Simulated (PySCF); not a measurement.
**Sn⁺ (tin, charge +1) across methods**

[Kr] 4d10 5s2 5p1, 2P determinant. All numbers are calculated (PySCF 2.14, scalar relativity by spin-free X2C-1e, in aug-cc-pVQZ-DK3 (9s8p6d3f2g, 102 functions)). The B2PLYP total includes its PT2 part (frozen core); its orbital energies are those of the SCF part.

```csv
method,E (hartree),mean ε 5s α (eV),mean ε 5s β (eV),mean ε 5p α (eV),Σ⟨r²⟩ (bohr²),⟨S²⟩
UHF,-6173.27126,-21.895,-19.889,-14.037,45.89,0.761
LDA,-6169.96,-18.369,-17.796,-10.696,45.04,0.751
B2PLYP,-6175.31,-20.242,-19.022,-12.427,45.48,0.754
r2SCAN,-6176.00,-18.342,-17.534,-10.955,45.09,0.755
BHandHLYP,-6175.99,-20.294,-19.187,-12.424,45.36,0.753
PBE0,-6175.65,-19.223,-18.268,-11.631,45.19,0.753
B3LYP,-6176.07,-19.060,-18.309,-11.376,45.27,0.752
```

Question: Estimate the same row for PBE.

Answer: E (hartree) = -6175.58; mean ε 5s α (eV) = -18.043; mean ε 5s β (eV) = -17.387; mean ε 5p α (eV) = -10.627; Σ⟨r²⟩ (bohr²) = 45.23; ⟨S²⟩ = 0.752.
